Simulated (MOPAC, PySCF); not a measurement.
Cl₃FSi, SMILES `F[Si](Cl)(Cl)Cl`, neutral singlet in the gas phase. 

Cartesian coordinates (Å):
```xyz
5

F     -0.0621     0.0261     1.6451
Si    -0.0025     0.0010     0.0658
Cl     1.8124    -0.7034    -0.4917
Cl    -0.2721     1.8903    -0.6115
Cl    -1.4758    -1.2141    -0.6077
```
Charge 0, multiplicity 1.

All levels are single points at this geometry (B3LYP-D3(BJ)/def2-TZVP); Pople sets use spherical d functions. Orbital energies aren't observables, and empty levels follow the basis.

PM7 in MOPAC gives gap (eV) = 10.08.

Problem. Estimate the gap (eV) from each of these levels: B3LYP-D3(BJ)/def2-TZVP in PySCF; PBE-D3(BJ)/def2-TZVP in PySCF; B3LYP/3-21G in PySCF; B3LYP/6-311+G** in PySCF; BP86/6-31G* in PySCF; M06-2X/6-31G* in PySCF; PBE/6-31G* in PySCF; SVWN5/6-31G* in PySCF; HF/3-21G in PySCF; HF/6-31G* in PySCF; AM1 in MOPAC; PM6 in MOPAC.

Solution. 
| level | gap (eV) |
|---|---|
| B3LYP-D3(BJ)/def2-TZVP in PySCF | 8.65 |
| PBE-D3(BJ)/def2-TZVP in PySCF | 6.75 |
| B3LYP/3-21G in PySCF | 8.13 |
| B3LYP/6-311+G** in PySCF | 8.27 |
| BP86/6-31G* in PySCF | 6.68 |
| M06-2X/6-31G* in PySCF | 11.44 |
| PBE/6-31G* in PySCF | 6.68 |
| SVWN5/6-31G* in PySCF | 6.54 |
| HF/3-21G in PySCF | 15.99 |
| HF/6-31G* in PySCF | 16.59 |
| AM1 in MOPAC | 11.45 |
| PM6 in MOPAC | 10.48 |
